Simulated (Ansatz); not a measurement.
Ansatz (an electronic-structure program) input:

Ansatz 0.2 input:
```yaml
crystal:
  periodic: [false, false, false]
  atoms:
    - {symbol: C, position_ang: [3.20865510, -0.55342088, 0.68619730]}
    - {symbol: C, position_ang: [1.89569060, -0.75369089, -0.06448780]}
    - {symbol: C, position_ang: [1.22053342, 0.57859205, -0.44393447]}
    - {symbol: C, position_ang: [-0.04915433, 0.41978782, -1.20301818]}
    - {symbol: C, position_ang: [-1.37546141, 0.74290061, -0.61263595]}
    - {symbol: C, position_ang: [-1.86833409, -0.32056150, 0.38607259]}
    - {symbol: O, position_ang: [-3.09392053, 0.03823172, 1.01217266]}
    - {symbol: H, position_ang: [3.92349248, 0.01159401, 0.08312421]}
    - {symbol: H, position_ang: [3.04986277, 0.00037292, 1.61463208]}
    - {symbol: H, position_ang: [3.67014417, -1.50857402, 0.94311728]}
    - {symbol: H, position_ang: [2.07263876, -1.33268358, -0.97554430]}
    - {symbol: H, position_ang: [1.20553844, -1.34469255, 0.54383525]}
    - {symbol: H, position_ang: [1.94259043, 1.15874218, -1.03531135]}
    - {symbol: H, position_ang: [1.03840958, 1.15722657, 0.46779764]}
    - {symbol: H, position_ang: [-0.00857776, -0.07792546, -2.16561629]}
    - {symbol: H, position_ang: [-1.33565259, 1.69601426, -0.07293668]}
    - {symbol: H, position_ang: [-2.12874818, 0.84820729, -1.40070130]}
    - {symbol: H, position_ang: [-1.14750257, -0.43069773, 1.19672594]}
    - {symbol: H, position_ang: [-1.95141062, -1.29080592, -0.11815149]}
    - {symbol: H, position_ang: [-3.77099663, 0.12572501, 0.33248659]}
basis:
  gaussian:
    orbitals: def2-TZVP
hamiltonian:
  xc: b3lyp
  dispersion: d3bj
magnetization: {spin_polarized: true, initial_magnetization: 1}
phonons: {temperatures: {t_min: 298.15, t_max: 298.15, t_step: 100}}
```

**Question.** What final total energy does it print?

**Answer.** -311.78057 Eh (B3LYP-D3(BJ)/def2-TZVP). The basis has 295 functions.

It need not be the lowest isomer of its formula.
